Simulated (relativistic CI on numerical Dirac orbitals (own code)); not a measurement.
# The spin-orbit constant of Ga4+ from its measured fine structure

Problem. The ground term ²D of Ga4+ (3s²3p⁶3d⁹) has the measured levels J = 3/2: 3583.0, J = 5/2: 0.0 cm⁻¹ (Shirai, Reader, Kramida and Sugar, J. Phys. Chem. Ref. Data 36, 509 (2007)). Test the interval rule and estimate ζ(3d).

Working.
1. In LS coupling E(J) − E(J − 1) = AJ. The intervals give A = -1433.2 (J = 5/2) cm⁻¹.
2. A doublet has one interval, so the rule cannot be tested.
3. The whole width divided by the sum of the upper J values gives a mean A = -1433.2 cm⁻¹.
4. For the Hund term of a shell that is more than half full, A = −ζ/2S with 2S = 1, so ζ = 1433 cm⁻¹.

Check. The value calculated from Dirac-Coulomb-Breit radial functions of this configuration is ζ = 1406 cm⁻¹, 2 % below the estimate from measurement. The same recipe applied to the calculated levels returns 1400 cm⁻¹, which shows the bias of the recipe itself.
